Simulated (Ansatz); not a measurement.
What each rung costs, and what it gives

Saddle point of CH$_{6}$FGe, doublet (CH₃F ([CH3][F]) + GeH₃ → GeH₃F ([F][GeH3]) + CH₃; bonds formed: F1–Ge3; bonds broken: F1–C2), PBE0-D4/def2-TZVP structure:

```tsv
atom	x (Å)	y (Å)	z (Å)
F1	-0.0874	0.1065	-0.2128
C2	-0.6720	0.8261	-1.6376
Ge3	0.6310	-0.7757	1.5375
H4	-0.4468	1.8710	-1.4724
H5	-0.0821	0.3329	-2.3985
H6	-1.7206	0.5614	-1.6116
H7	2.1484	-0.9672	1.3793
H8	0.3116	0.1720	2.7055
H9	-0.0823	-2.1270	1.7105
```

Barriers are electronic and count from the start structure reached by relaxing down the imaginary mode. Spin–orbit coupling is left out.

Ansatz 0.2.0; basis: as named in each row; cores frozen in the correlated methods; orbitals are unrestricted. Filled d shells of the heavier atoms are correlated. The def2 sets are not built for correlating such inner shells, so the correlated values are less sure here. B3LYP uses VWN-RPA correlation. Extrapolation: Hartree–Fock as exp(−7.88 √X), correlation as X^−2.97.

Times are rough, for one single point on 8 threads of a shared host (Arm Neoverse V1).

The estimate by CCSD(T) at an estimated basis limit (MP2 extrapolated from triple and quadruple zeta, plus CCSD(T) − MP2 in triple zeta) is 26.77 kcal/mol.

```tsv
method	basis	time (s)	barrier (kcal/mol)	method less estimate
HF	STO-3G	under 1	34.44	7.66
SPW92	def2-SVP	under 1	14.10	-12.68
PBE-D4	STO-3G	under 1	9.13	-17.64
B3LYP-D4	6-31G	under 1	9.98	-16.79
PBE-D4	def2-SVP	under 1	16.33	-10.44
SPW92	def2-TZVPP	under 1	13.32	-13.45
PBE0-D4	def2-SVP	under 1	24.22	-2.56
PBE-D4	def2-TZVPP	1	15.81	-10.97
BLYP-D4	def2-TZVPP	1	14.19	-12.59
PBE0-D4	def2-TZVPP	2	23.60	-3.17
B3LYP-D4	def2-TZVPP	2	20.45	-6.33
BHLYP-D4	def2-TZVPP	2	28.62	1.85
CAM-B3LYP-D4	def2-TZVPP	2	24.82	-1.95
PBE-QIDH	def2-TZVPP	3	29.75	2.98
B2PLYP	def2-TZVPP	3	24.22	-2.55
wB97M-V	def2-SVP	3	26.85	0.08
r2SCAN-D4	def2-TZVPP	3	19.43	-7.35
r2SCAN0-D4	def2-TZVPP	3	25.52	-1.25
RPA on PBE	def2-TZVPP	3	26.26	-0.51
wB97X-V	def2-TZVPP	4	27.38	0.60
B97M-V	def2-TZVPP	5	19.35	-7.43
wB97M-V	def2-TZVPP	6	26.19	-0.59
CCSD(T)	def2-SVP	6	32.09	5.32
MP2	def2-QZVPP	21	29.09	2.32
CCSD(T)	def2-TZVPP	130	28.88	2.10
```

All methods are single points on the PBE0-D4 structures.

T1 diagnostic: at most 0.017. ⟨S²⟩ of the unrestricted Hartree–Fock references: 0.75 to 0.82 (a pure state has 0.75). The unrestricted reference is spin-contaminated, which hurts MP2 most.

Radical steps of this kind take place in plasma deposition and etching.

Labels in which every atom is bracketed show which atoms are joined, not bond orders.
